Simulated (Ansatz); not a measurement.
CH5B2NO, SMILES `BBC(=N)O`, relaxed with RKS PBE0-D4/def2-TZVP in Ansatz 0.2.0 from a PBE-D4/def2-SVP geometry. The force threshold is 0.005 eV/Å; the program also tests the step.

The species carries charge 0 and has multiplicity 1.

Start:

```xyz
10

B     0.196   -1.070    1.614
B     0.047   -0.946   -0.022
C    -0.133    0.443   -0.753
N     0.761    0.712   -1.633
O    -1.120    1.256   -0.278
H    -0.777   -1.322    2.308
H     1.255   -0.944    2.205
H     0.109   -1.936   -0.731
H     0.764    1.709   -1.926
H    -1.102    2.097   -0.784
```

```tsv
step	energy (eV)	largest force (eV/Å)	largest move (Å)
1	-6001.2213	0.826	0.000
2	-6001.2612	0.280	0.030
3	-6001.2652	0.090	0.025
4	-6001.2664	0.036	0.012
5	-6001.2670	0.088	0.032
6	-6001.2675	0.025	0.009
7	-6001.2678	0.033	0.020
8	-6001.2679	0.040	0.018
9	-6001.2680	0.045	0.025
10	-6001.2682	0.044	0.008
11	-6001.2683	0.034	0.010
12	-6001.2683	0.023	0.009
13	-6001.2683	0.017	0.006
14	-6001.2684	0.016	0.009
15	-6001.2684	0.016	0.004
16	-6001.2684	0.019	0.004
17	-6001.2684	0.012	0.002
18	-6001.2684	0.005	0.001
```

End:

```xyz
10

B     0.229   -1.077    1.615
B     0.014   -0.925   -0.002
C    -0.110    0.460   -0.736
N     0.844    0.778   -1.501
O    -1.191    1.203   -0.403
H    -0.704   -1.242    2.350
H     1.315   -1.064    2.121
H    -0.024   -1.903   -0.694
H     0.806    1.738   -1.848
H    -1.179    2.031   -0.902
```

It took 63 s on 2 threads of an Arm Neoverse V2 on a shared host, with 0.39 GiB of host memory at the peak.
